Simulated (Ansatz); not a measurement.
Species: C$_{4}$H$_{8}$BN, SMILES `B/C(C=C)=C\N` (charge 0, multiplicity 1).

Question: Give a relaxed geometry from PBE0-D4/def2-TZVP run with Ansatz (an electronic-structure program).

Answer: This is not unique; one that fits is the end point of this relaxation, one of several conformers (outside a Z-matrix the atoms follow the SMILES, hydrogens last).
Cartesian coordinates (Å) in one orientation:
```xyz
14

B      0.554     0.433     1.377
C      0.023     0.006     0.030
C     -1.373     0.155    -0.391
C     -2.380     0.677     0.308
C      0.861    -0.566    -0.901
N      2.169    -0.817    -0.779
H      1.715     0.281     1.659
H     -0.139     0.932     2.213
H     -1.599    -0.206    -1.396
H     -3.376     0.733    -0.113
H     -2.243     1.060     1.313
H      0.454    -0.867    -1.866
H      2.649    -0.580     0.072
H      2.685    -1.241    -1.525
```
